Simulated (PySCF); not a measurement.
# Nd²⁺: ionisation energy

Nd²⁺ [Xe] 4f4 [4f5/2^4, M_J = 4] → Nd³⁺ [Xe] 4f3 [4f5/2^3, M_J = 9/2], as a difference of total energies. Computed with PySCF 2.14 in x2c-SVPall-2c (7s10p9d3f1g, 112 functions), with the two-component X2C-1e Hamiltonian. Correlated levels: [Ar] 3d10 frozen; the 16 highest virtual spinors dropped. "Screened" scales the spin-orbit matrix elements by Boettger's factors to mimic the two-electron term; Breit and QED terms are absent.

```csv
method,ionisation energy (eV)
GHF (spin-free),19.806
GMP2 (spin-free),20.746
GHF (screened spin-orbit),19.705
GMP2 (screened spin-orbit),20.648
```

**Question.** How much does correlation contribute at GMP2 (screened spin-orbit)?

**Answer.** 20.648 − (19.705) = 0.943 eV, measured against GHF (screened spin-orbit).

The spin-free rows relax to the high-spin LS determinant and lack the spin-orbit shift.

Errors of the correlated levels include the incompleteness of this basis and the frozen core.

The labels give the starting determinants; with spin-orbit coupling the two ends relaxed to ⟨J²⟩ = 23.43, ⟨L²⟩ = 41.88, ⟨S²⟩ = 5.99 and ⟨J²⟩ = 26.82, ⟨L²⟩ = 41.73, ⟨S²⟩ = 3.72.

The determinant of Nd²⁺ and of Nd³⁺ mixes levels of different J (the jj label is only the starting occupation), so the difference between spin-free and spin-orbit rows is not the physical spin-orbit shift.

For comparison: 22.09 ± 0.04 eV (semi-empirical (NIST evaluation); NIST Atomic Spectra Database, ionization energies).
